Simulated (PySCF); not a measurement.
# Computed records: C$_{2}$H$_{6}$GeN, CH$_{3}$ClGeN, CH$_{4}$ClGeO

Calculation on a computer-drawn molecule: the log of a Hartree-Fock and frozen-core CCSD(T) single point meant for a local Hartree-Fock minimum, with one planted fault or none, to be diagnosed. Offsets are logged minus clean, where the clean run is the same molecule without the fault. The reference is restricted for singlets and unrestricted otherwise, and also for a bond in bohr or an excited solution. Adding or removing an electron swaps singlet and doublet. The excited solution moves the top pair (singlet) or top alpha electron (doublet) to the lowest empty orbital. Highest occupied and lowest empty are orbital energies over both spins, largest force is the largest gradient component, triples share is (T) over the correlation energy, the T1 limit is 0.02 restricted and 0.045 unrestricted, electrons count all cores, a negative frequency is imaginary (commonest isotopes), and the dipole is about the centre of nuclear charge; on germanium a core potential holds 10 electrons, which the energies leave out, and 3d is frozen in MP2 and coupled-cluster steps. Program: PySCF 2.14.0.

Common to all runs: meant charge 0; meant multiplicity 2; meant basis and core potential on germanium cc-pVDZ-PP ECP10MDF; logged SCF converged yes; possible faults no fault, one electron removed, one electron added, multiplicity raised by two, geometry at a saddle point, SCF held on an excited solution, minimal basis STO-3G, one bond length entered in bohr, all coordinates scaled.

(1) C$_{2}$H$_{6}$GeN

Logged structure:
```xyz
10
C2H6GeN
C      0.6287     1.8810     0.3513
N      0.4258     1.2961     1.4412
Ge    -1.3784     0.1511     2.1782
C     -2.5397     0.8335     0.7092
H      1.5894     2.3203     0.0905
H     -0.1806     1.9589    -0.3668
H      1.2321     1.2686     2.0473
H     -1.6229     1.3618     3.1752
H     -3.2226     1.6773     0.8045
H     -2.6627     0.2776    -0.2211
```

```
meant basis                          : cc-pVDZ
logged electrons                     : 58
logged basis functions               : 95
logged spin squared                  : 0
logged highest occupied              : -0.23478 eV
logged lowest empty                  : 7.6418 eV
logged largest force                 : 0.045543 hartree/bohr
logged T1 diagnostic                 : 0.022532
logged D1 diagnostic                 : 0.091376
logged triples share                 : 0.036836
logged CC converged                  : yes
logged dipole magnitude              : 7.5297 debye
logged SCF stable within its kind    : yes
logged energy HF                     : -426.9167 hartree
logged energy CCSD(T)                : -427.54436 hartree
planted fault                        : one electron added
HF energy offset from clean run      : 36.34 kcal/mol
CCSD(T) energy offset from clean run : 5.598 kcal/mol
```

Drawn bonds:
```csv
atom,other atom,order
1,2,1
2,3,1
3,4,2
1,5,1
1,6,1
2,7,1
3,8,1
4,9,1
4,10,1
```

Notes: T1 above single-reference limit.

(2) CH$_{3}$ClGeN

Logged structure:
```xyz
7
CH3ClGeN
C     -0.1402     0.2099     1.3116
N     -0.2038    -0.4755     0.3537
Ge     0.0557     0.0976    -1.2792
Cl    -1.7861     0.1075    -2.1900
H     -0.3038    -0.2025     2.2388
H      0.0696     1.2186     1.3084
H      0.8400    -0.8976    -1.9760
```

```
meant basis                          : cc-pV(D+d)Z
logged electrons                     : 65
logged basis functions               : 89
logged spin squared                  : 0.7572
logged highest occupied              : -8.8095 eV
logged lowest empty                  : 1.0108 eV
logged largest force                 : 0.096878 hartree/bohr
logged T1 diagnostic                 : 0.01566
logged D1 diagnostic                 : 0.078706
logged triples share                 : 0.029308
logged CC converged                  : yes
logged dipole magnitude              : 2.9462 debye
logged SCF stable within its kind    : yes
logged energy HF                     : -846.91484 hartree
logged energy CCSD(T)                : -847.46481 hartree
planted fault                        : all coordinates scaled, by -5.9 %
HF energy offset from clean run      : 19.78 kcal/mol
CCSD(T) energy offset from clean run : 28.4 kcal/mol
```

Drawn bonds:
```csv
atom,other atom,order
1,2,1
2,3,2
3,4,1
1,5,1
1,6,1
3,7,1
```

(3) CH$_{3}$ClGeN

Logged structure:
```xyz
7
CH3ClGeN
C     -0.1490     0.2231     1.3938
N     -0.2166    -0.5053     0.3759
Ge     0.0592     0.1037    -1.3594
Cl    -1.8981     0.1143    -2.3273
H     -0.3228    -0.2152     2.3791
H      0.0740     1.2950     1.3904
H      0.8926    -0.9539    -2.0999
```

```
meant basis                          : cc-pV(D+d)Z
logged electrons                     : 66
logged basis functions               : 89
logged spin squared                  : 0
logged highest occupied              : -1.3432 eV
logged lowest empty                  : 8.1782 eV
logged largest force                 : 0.082308 hartree/bohr
logged T1 diagnostic                 : 0.01216
logged D1 diagnostic                 : 0.032181
logged triples share                 : 0.030776
logged CC converged                  : yes
logged dipole magnitude              : 2.0025 debye
logged SCF stable within its kind    : yes
logged energy HF                     : -846.95988 hartree
logged energy CCSD(T)                : -847.54466 hartree
planted fault                        : one electron added
HF energy offset from clean run      : -8.481 kcal/mol
CCSD(T) energy offset from clean run : -21.71 kcal/mol
```

Drawn bonds:
```csv
atom,other atom,order
1,2,1
2,3,2
3,4,1
1,5,1
1,6,1
3,7,1
```

(4) CH$_{4}$ClGeO

Logged structure:
```xyz
8
CH4ClGeO
C     -1.1598     1.5001    -0.8634
O     -1.2715     0.7023     0.2331
Ge    -2.5684    -0.4760     0.4775
Cl    -2.4994    -1.9063    -1.1471
H     -1.2835     1.0385    -1.8384
H     -0.4428     2.3027    -0.7449
H     -2.2335    -1.1944     1.7660
H     -3.9262     0.1997     0.4083
```

```
meant basis                       : cc-pV(D+d)Z
logged electrons                  : 67
logged basis functions            : 94
logged spin squared               : 0.8525
logged highest occupied           : -2.2722 eV
logged lowest empty               : -1.3898 eV
logged largest force              : 0.1516 hartree/bohr
logged dipole magnitude           : 8.9424 debye
logged SCF stable within its kind : no
logged energy HF                  : -867.72708 hartree
planted fault                     : SCF held on an excited solution
HF energy offset from clean run   : 139.9 kcal/mol
```

Drawn bonds:
```csv
atom,other atom,order
1,2,1
2,3,1
3,4,1
1,5,1
1,6,1
3,7,1
3,8,1
```

Notes: coupled-cluster numbers left out as unreliable.
